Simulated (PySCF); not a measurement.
Level of theory: geometry: GFN2-xTB, NMR shieldings at PBE0/pcSseg-1/GIAO, in PySCF (no solvent model, one conformer, relativity neglected, averaged over atoms made equivalent by symmetry, fast rotation or ring inversion).

δ = σ(ref) − σ, references computed at the same level: 1H (σref 31.72), 13C (σref 186.93) against TMS. Shifts are as computed. Against solution values, carbons near 30 ppm lie about +3 ppm off and those near 130 ppm about +5 ppm. Of 1309 compounds with measured shifts, 239 miss one by over three times the rms of a fit or turn the order of signals round; such compounds aren't used in these exercises.

(1) Order these molecules by the shift of their most shielded carbon-bound hydrogen, lowest δ first.
A. C=C[SiH2]C(=C=O)[SiH2]C
B. C=C1CO[SiH2]C(=C)[SiH2]1
C. C=C(C)[C@@H]1C[SiH2]1

(2) How many 13C and 1H signals does each give (equivalence by symmetry and fast rotation, but not about amide C–N or C=N bonds)? `C=C1CO[SiH2]C(=C)[SiH2]1`, `C=C[SiH2]C(=C=O)[SiH2]C`, `C=C(C)[C@@H]1C[SiH2]1`, `CC(C)=C1C[SiH2]1`

Results:

(1) A (0.34 ppm, hydrogen on a methyl carbon bonded to Si), C (0.82 ppm, hydrogen on a three-membered-ring carbon), B (4.67 ppm, hydrogen on an allylic sp3 CH2 bonded to O).

(2) C=C1CO[SiH2]C(=C)[SiH2]1: 5 C, 7 H; C=C[SiH2]C(=C=O)[SiH2]C: 5 C, 6 H; C=C(C)[C@@H]1C[SiH2]1: 5 C, 8 H; CC(C)=C1C[SiH2]1: 5 C, 4 H.
